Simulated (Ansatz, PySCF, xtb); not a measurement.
Barrier from R1 to the saddle point P1, each structure at its B3LYP-D3(BJ)/def2-TZVP stationary point, reached from a drawn start; harmonic modes at that level show the others as minima.
R1, C2H6 (SMILES CC) (charge 0, multiplicity 1):
```tsv
atom	x (Å)	y (Å)	z (Å)
C	0.0000	0.0000	0.7631
H	1.0171	0.0000	1.1602
H	-0.5086	0.8809	1.1602
H	-0.5086	-0.8809	1.1602
C	0.0000	0.0000	-0.7631
H	0.5086	0.8809	-1.1602
H	-1.0171	0.0000	-1.1602
H	0.5086	-0.8809	-1.1602
```
P1, C2H6, a first-order saddle point (one imaginary mode, 300i cm⁻¹) (charge 0, multiplicity 1):
```xyz
8

C      0.00000     0.00000     0.77007
H      1.01297     0.00000     1.17444
H     -0.50648     0.87725     1.17444
H     -0.50648    -0.87725     1.17444
C      0.00000     0.00000    -0.77007
H      1.01297     0.00000    -1.17444
H     -0.50648     0.87725    -1.17444
H     -0.50648    -0.87725    -1.17444
```

| level | barrier height (kcal/mol) | minus CCSD(T)/CBS(cc-pVTZ, cc-pVQZ) |
|---|---|---|
| GFN1-xTB | 1.99 | -0.68 |
| GFN2-xTB | 2.59 | -0.08 |
| HF/cc-pVDZ | 3.29 | 0.62 |
| HF/cc-pVTZ | 3.03 | 0.36 |
| SVWN5/def2-TZVPP | 2.70 | 0.04 |
| PBE/def2-TZVPP | 2.58 | -0.09 |
| PBE-D3(BJ)/def2-TZVPP | 2.59 | -0.08 |
| PBE-D4/def2-TZVPP | 2.58 | -0.08 |
| BLYP/def2-TZVPP | 2.55 | -0.12 |
| BLYP-D3(BJ)/def2-TZVPP | 2.57 | -0.10 |
| revPBE-D3(BJ)/def2-TZVPP | 2.58 | -0.09 |
| revPBE-D4/def2-TZVPP | 2.58 | -0.09 |
| r2SCAN-D3(BJ)/def2-TZVPP | 2.82 | 0.15 |
| B97M-V/def2-TZVPP | 2.85 | 0.18 |
| B3LYP-D3(BJ)/def2-TZVPP | 2.67 | 0.00 |
| PBE0/def2-TZVPP | 2.70 | 0.03 |
| PBE0-D3(BJ)/def2-TZVPP | 2.70 | 0.03 |
| PBE0-D4/def2-TZVPP | 2.70 | 0.03 |
| BHLYP/def2-TZVPP | 2.81 | 0.14 |
| BHLYP-D3(BJ)/def2-TZVPP | 2.82 | 0.15 |
| BHLYP-D4/def2-TZVPP | 2.81 | 0.14 |
| M06-2X/def2-TZVPP | 2.69 | 0.02 |
| CAM-B3LYP/def2-TZVPP | 2.69 | 0.02 |
| CAM-B3LYP-D3(BJ)/def2-TZVPP | 2.69 | 0.02 |
| CAM-B3LYP-D4/def2-TZVPP | 2.69 | 0.02 |
| wB97M-V/def2-TZVPP | 2.59 | -0.08 |
| B2PLYP/def2-TZVPP | 2.75 | 0.08 |
| B2PLYP-D4/def2-TZVPP | 2.75 | 0.08 |
| MP2/cc-pVDZ | 3.26 | 0.59 |
| MP2/cc-pVQZ | 2.83 | 0.16 |
| MP2/CBS(cc-pVTZ, cc-pVQZ) | 2.78 | 0.11 |
| SCS-MP2/cc-pVDZ | 3.20 | 0.53 |
| SCS-MP2/cc-pVTZ | 2.87 | 0.20 |
| SCS-MP2/cc-pVQZ | 2.80 | 0.13 |
| CCSD/cc-pVDZ | 3.14 | 0.47 |
| CCSD/cc-pVTZ | 2.82 | 0.15 |
| CCSD(T)/cc-pVDZ | 3.16 | 0.49 |
| CCSD(T)/cc-pVTZ | 2.80 | 0.13 |
| CCSD(T)/cc-pVQZ | 2.73 | 0.06 |
| CCSD(T)/CBS(cc-pVTZ, cc-pVQZ) | 2.67 | 0.00 |

 The comparison column counts from a level with limits of its own.

P less R. No zero-point or thermal terms. No path was followed down from the saddle.

Cores are frozen in the correlated methods. CBS(a, b) extrapolates the correlation energy as X⁻³ and adds the Hartree–Fock energy of set b.

Codes used: Ansatz (Gaussian orbitals); PySCF for M06-2X and the D3/D4 terms; xtb for the GFN methods. Each number belongs to the level named beside it.

Ansatz is a first-principles code.
